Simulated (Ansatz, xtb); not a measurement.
**Two isomers of C4H8BNO**

Structure X: `C=C/C=C\OBN`, a singlet. Structure Y: `C=C1COB(N)C1`, a singlet. Both are isolated molecules in the gas phase, relaxed with B3LYP/def2-SVP; the shapes shown needn't be the lowest conformers.

X (Å):

```yaml
atoms:
  - { symbol: C, position_ang: [-0.2371, -3.9061, -1.5711] }
  - { symbol: C, position_ang: [0.2624, -2.7355, -1.1369] }
  - { symbol: C, position_ang: [-0.2061, -1.4269, -1.5637] }
  - { symbol: C, position_ang: [0.2863, -0.2482, -1.1349] }
  - { symbol: B, position_ang: [1.8112, 1.0408, 0.2147] }
  - { symbol: N, position_ang: [2.8555, 1.0144, 1.1424] }
  - { symbol: O, position_ang: [1.2979, -0.1588, -0.2364] }
  - { symbol: H, position_ang: [0.1556, -4.8616, -1.2144] }
  - { symbol: H, position_ang: [-1.0556, -3.9453, -2.2975] }
  - { symbol: H, position_ang: [1.0811, -2.7391, -0.4096] }
  - { symbol: H, position_ang: [-1.0229, -1.3827, -2.2901] }
  - { symbol: H, position_ang: [-0.1109, 0.7083, -1.4951] }
  - { symbol: H, position_ang: [1.3631, 2.0896, -0.1873] }
  - { symbol: H, position_ang: [3.2773, 1.8547, 1.5140] }
  - { symbol: H, position_ang: [3.2516, 0.1512, 1.4973] }
```

Y (Å):

| atom | x (Å) | y (Å) | z (Å) |
| --- | --- | --- | --- |
| C | 1.0020 | -3.3738 | -0.8420 |
| C | 0.4352 | -2.2527 | -0.3865 |
| C | 0.6568 | -0.8671 | -0.9743 |
| C | -0.5925 | -2.1089 | 0.7178 |
| B | -1.2775 | -0.7338 | 0.2900 |
| N | -2.4653 | -0.1531 | 0.7586 |
| O | -0.4990 | -0.0964 | -0.6538 |
| H | 1.6950 | -3.3614 | -1.6896 |
| H | 0.7960 | -4.3458 | -0.3844 |
| H | 0.8005 | -0.8887 | -2.0678 |
| H | 1.5500 | -0.3817 | -0.5334 |
| H | -3.0680 | -0.5924 | 1.4404 |
| H | -2.7962 | 0.7439 | 0.4237 |
| H | -1.2446 | -2.9894 | 0.8250 |
| H | -0.0910 | -1.9636 | 1.6962 |

Problem. Estimate E(Y) − E(X) at the level CCSD(T)/def2-SVP + ΔMP2/def2-TZVPP.

Solution. Calculated at CCSD(T)/def2-SVP + ΔMP2/def2-TZVPP: E(Y) − E(X) = −19.2 kcal/mol, so structure Y lies lower.

Level by level:

| level | geometry | E(Y) − E(X) (kcal/mol) | departure from the last row (kcal/mol) | job, with rough time for the two |
| --- | --- | --- | --- | --- |
| GFN2-xTB | GFN2-xTB | −14.6 | +4.5 | optimisation, 0.22 s |
| HF/STO-3G | GFN2-xTB | −47.7 | −28.6 | single point, 0.26 s |
| r2SCAN-D4/def2-SVP | GFN2-xTB | −19.2 | 0.0 | single point, 2.8 s |
| B3LYP/def2-SVP | B3LYP/def2-SVP | −14.9 | +4.2 | optimisation, 36 s |
| HF/def2-SVP | B3LYP/def2-SVP | −17.9 | +1.3 | part of the CCSD(T) run |
| MP2/def2-SVP | B3LYP/def2-SVP | −20.8 | −1.6 | part of the CCSD(T) run |
| CCSD(T)/def2-SVP | B3LYP/def2-SVP | −19.0 | +0.1 | single point |
| CCSD(T)/def2-SVP + ΔMP2/def2-TZVPP | B3LYP/def2-SVP | −19.2 |  | single point, 47 s |

As drawn, Y has 1 C–C, 1 C–B, 1 C–H in place of 1 C=C, 1 B–H. Structure X has no ring, Y a 5-membered ring.

The levels shown agree on the order. The largest departure from CCSD(T)/def2-SVP + ΔMP2/def2-TZVPP is that of HF/STO-3G, 28.6 kcal/mol. The last row adds to CCSD(T) the change of the MP2 difference between the two basis sets, here −0.1 kcal/mol.

With thermal terms from frequencies at re-optimised GFN2-xTB minima (ideal gas, soft modes damped towards free rotors, one conformer each, 298.15 K, 1 atm): on the last row, ΔE + ΔZPE = −17.1, ΔH = −17.8, ΔG = −16.0 kcal/mol.

The correlated steps freeze 7 core orbitals. Run with Ansatz 0.2.0, xtb 6.7.1; the last row on 4 threads of Arm Neoverse V2 on a shared host.
